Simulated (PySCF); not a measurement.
disilane (H6Si2), singlet, at a GFN2-xTB geometry; CCSD/def2-SV(P) (PySCF).

Here is a job for PySCF.
```python
from pyscf import gto, scf, cc

mol = gto.Mole()
mol.atom = '''
    Si    0.01521338   -0.00610543    1.15250795
    Si   -0.01521338    0.00610543   -1.15250795
    H     0.04345603    1.34492936    1.72063452
    H    -1.16031370   -0.66812016    1.72586040
    H     1.18472289   -0.70404486    1.69471504
    H    -0.01416071   -1.34506118   -1.72102192
    H    -1.19948647    0.67873842   -1.69465422
    H     1.14578197    0.69355841   -1.72553382
'''
mol.basis = 'def2-sv(p)'
mol.verbose = 5
mol.build()

mf = scf.RHF(mol)
mf.kernel()

mycc = cc.CCSD(mf)
mycc.conv_tol = 1e-9
mycc.kernel()
print('E(CCSD) = %.10f' % mycc.e_tot)
```

Task: Predict the main parts of the log of this PySCF run.

Result: 
```
PySCF version 2.14.0

[INPUT] verbose = 5
[INPUT] max_memory = 4000
[INPUT] num. atoms = 8
[INPUT] num. electrons = 34
[INPUT] charge = 0
[INPUT] spin (= nelec alpha-beta = 2S) = 0
[INPUT] symmetry False subgroup None
[INPUT] Mole.unit = angstrom
[INPUT] Symbol           X                Y                Z      unit          X                Y                Z       unit  Magmom
[...]
[INPUT] ---------------- BASIS SET ----------------
[INPUT] l, kappa, [nprim/nctr], expnt,             c_1 c_2 ...
[INPUT] H
[...]
                                1.9622572         0.13796524
                                0.44453796        0.47831935
[...]
[INPUT] Si
[...]
                                1038.4346419      0.0099966546241
                                235.8758148       0.044910165101
                                66.069385169      0.1146363854
                                20.247945761      0.10280063858
[...]
                                3.6370788192      -0.43028836252
                                1.4002048599      -0.41382774969
[...]
                                41.907258846      0.043399431982
                                12.955294367      0.15632019351
                                4.4383267393      0.29419996982
                                1.5462247904      0.23536823814
[...]
nuclear repulsion = 91.9152577876501
number of shells = 28
number of NR pGTOs = 96
number of NR cGTOs = 48
basis = def2-sv(p)
ecp = {}

******** <class 'pyscf.scf.hf.RHF'> ********
method = RHF
initial guess = minao
damping factor = 0
level_shift factor = 0
DIIS = <class 'pyscf.scf.diis.CDIIS'>
diis_start_cycle = 1
diis_space = 8
diis_damp = 0
SCF conv_tol = 1e-09
SCF conv_tol_grad = None
SCF max_cycles = 50
direct_scf = True
direct_scf_tol = 1e-13
Set gradient conv threshold to 3.16228e-05
Initial guess from minao.
E1 = -987.9521860878135  E2 = 315.27331940817464  Ecoul = 357.805315380055  Exc = -42.53199597188035
init E= -580.763608891989
cond(S) = 937.2675185944179
[...]
  mo_energy =
[-68.72370431 -68.72362135  -6.13110621  -6.12965069  -4.22178217
  -4.22164891  -4.22164891  -4.22139506  -4.22139506  -4.22028014
  -0.93855565  -0.76265234  -0.4343146   -0.4343146   -0.37971116
  -0.37971116  -0.31655479   0.09076414   0.09076414   0.12296868
   0.16503755   0.17539235   0.17539235   0.18876938   0.33776724
   0.43039421   0.43466755   0.43466755   0.4356754    0.48064177
   0.48064177   0.55992949   0.55992949   0.64727752   0.69967876
   0.69967877   0.7100169    0.7100169    0.75047316   0.77267093
   0.79034661   0.79034661   0.90666577   1.12411534   1.12411535
   1.16994762   1.16994763   1.23582295]
E1 = -987.0083060563729  E2 = 313.9802366563025  Ecoul = 356.7102959423395  Exc = -42.730059286036976
cycle= 1 E= -581.11281161242  delta_E= -0.349  |g|= 0.228  |ddm|=  2.2
[...]
  mo_energy =
[-68.7953445  -68.7952652   -6.16844535  -6.16829956  -4.27704215
  -4.27654798  -4.27654798  -4.27646205  -4.27646205  -4.27632984
  -0.79400979  -0.70760622  -0.51781623  -0.51781623  -0.48587072
  -0.48587071  -0.43977213   0.11213998   0.11213998   0.15231822
   0.19442505   0.19442506   0.1956924    0.22859186   0.34322126
   0.42056818   0.43094912   0.43094912   0.43326133   0.47728325
   0.47728326   0.54662843   0.54662843   0.6465009    0.70295213
   0.70295213   0.70694601   0.70694601   0.78212309   0.78212309
   0.78237072   0.7896803    0.92590809   1.14471847   1.14471847
   1.19267526   1.19267527   1.23036353]
E1 = -988.4347595797976  E2 = 315.3794279298744  Ecoul = 358.24066765630084  Exc = -42.86123972642645
cycle= 2 E= -581.140073862273  delta_E= -0.0273  |g|= 0.0598  |ddm|= 0.302
[...]
  mo_energy =
[-68.72134045 -68.72126106  -6.10645358  -6.10630409  -4.2155425
  -4.21549793  -4.21549793  -4.21541129  -4.21541129  -4.21477724
  -0.76241044  -0.68381551  -0.50029202  -0.50029202  -0.47143372
  -0.47143372  -0.4140703    0.13807481   0.13807481   0.17856684
[...]
   0.20929075   0.20929076   0.21226206   0.24443095   0.35076091
   0.43480986   0.44072022   0.44072022   0.44120066   0.4880473
   0.4880473    0.57158346   0.57158346   0.66810345   0.72762787
   0.72762788   0.72920894   0.72920895   0.79972282   0.80424441
   0.80424441   0.80812394   0.94874538   1.16817457   1.16817458
   1.21624398   1.21624398   1.25998727]
E1 = -988.1988481883734  E2 = 315.14093850991594  Ecoul = 358.02592196453406  Exc = -42.88498345461812
cycle= 7 E= -581.142651890807  delta_E= -1.5e-09  |g|= 5.45e-06  |ddm|= 0.000172
[...]
  mo_energy =
[-68.74245959 -68.74238023  -6.12267831  -6.12252906  -4.23228475
  -4.23219239  -4.23219239  -4.23210506  -4.23210506  -4.23151191
  -0.76704479  -0.68650878  -0.50392879  -0.50392879  -0.47562025
  -0.47562025  -0.42339081   0.1338717    0.1338717    0.17558844
   0.2092905    0.20929051   0.21226195   0.24443096   0.35076081
   0.43480934   0.44072019   0.44072019   0.44120053   0.48804728
   0.48804728   0.57158285   0.57158285   0.66810291   0.72762736
   0.72762737   0.72920838   0.72920838   0.79972286   0.80424394
   0.80424394   0.80812379   0.94874528   1.16817449   1.1681745
   1.21624397   1.21624397   1.25998676]
E1 = -988.1988580484115  E2 = 315.14094836992604  Ecoul = 358.02593283929605  Exc = -42.88498446937001
cycle= 8 E= -581.142651890835  delta_E= -2.8e-11  |g|= 9.64e-07  |ddm|= 2.3e-05
[...]
  mo_energy =
[-68.74245962 -68.74238026  -6.12267824  -6.122529    -4.23228468
  -4.23219234  -4.23219234  -4.23210501  -4.23210501  -4.23151185
  -0.76704472  -0.68650874  -0.50392881  -0.50392881  -0.47562028
  -0.47562028  -0.42339066   0.1338718    0.1338718    0.17558844
   0.20929051   0.20929051   0.21226199   0.24443098   0.35076079
   0.43480943   0.44072019   0.44072019   0.44120056   0.48804728
   0.48804728   0.57158292   0.57158292   0.668103     0.72762744
   0.72762744   0.72920848   0.72920848   0.79972281   0.804244
   0.804244     0.80812376   0.94874532   1.16817449   1.1681745
   1.21624397   1.21624397   1.25998687]
E1 = -988.1988568671868  E2 = 315.14094718870285  Ecoul = 358.0259315638342  Exc = -42.88498437513135
Extra cycle  E= -581.142651890834  delta_E= 1.48e-12  |g|= 3.17e-07  |ddm|= 2.79e-06
converged SCF energy = -581.142651890834

******** <class 'pyscf.cc.ccsd.CCSD'> ********
CC2 = 0
CCSD nocc = 17, nmo = 48
max_cycle = 50
direct = 0
conv_tol = 1e-09
conv_tol_normt = 1e-05
diis_space = 6
diis_start_cycle = 0
diis_start_energy_diff = 1e+09
Init t2, MP2 energy = -581.32286316423  E_corr(MP2) -0.180211273396498
Init E_corr(CCSD) = -0.180211273396562
cycle = 1  E_corr(CCSD) = -0.210220575363492  dE = -0.030009302  norm(t1,t2) = 0.0551275
cycle = 2  E_corr(CCSD) = -0.219220346343061  dE = -0.00899977098  norm(t1,t2) = 0.0209245
cycle = 3  E_corr(CCSD) = -0.224106995482634  dE = -0.00488664914  norm(t1,t2) = 0.00944999
cycle = 4  E_corr(CCSD) = -0.224031897212713  dE = 7.50982699e-05  norm(t1,t2) = 0.00156354
cycle = 5  E_corr(CCSD) = -0.223963503532647  dE = 6.83936801e-05  norm(t1,t2) = 0.000431724
cycle = 6  E_corr(CCSD) = -0.22396808636018  dE = -4.58282753e-06  norm(t1,t2) = 0.000109673
cycle = 7  E_corr(CCSD) = -0.223967859193017  dE = 2.27167162e-07  norm(t1,t2) = 2.05213e-05
cycle = 8  E_corr(CCSD) = -0.22396787970333  dE = -2.05103128e-08  norm(t1,t2) = 6.63934e-06
cycle = 9  E_corr(CCSD) = -0.223967858514581  dE = 2.11887496e-08  norm(t1,t2) = 2.50434e-06
cycle = 10  E_corr(CCSD) = -0.223967870249718  dE = -1.17351372e-08  norm(t1,t2) = 4.94213e-07
cycle = 11  E_corr(CCSD) = -0.223967854201425  dE = 1.60482923e-08  norm(t1,t2) = 1.71483e-07
Linear dependence found in DIIS error vectors.
cycle = 12  E_corr(CCSD) = -0.223967849744672  dE = 4.45675358e-09  norm(t1,t2) = 5.36267e-08
Linear dependence found in DIIS error vectors.
cycle = 13  E_corr(CCSD) = -0.22396784898994  dE = 7.5473211e-10  norm(t1,t2) = 2.88429e-08
CCSD converged
E(CCSD) = -581.3666197398238  E_corr = -0.2239678489899398
E(CCSD) = -581.3666197398
```
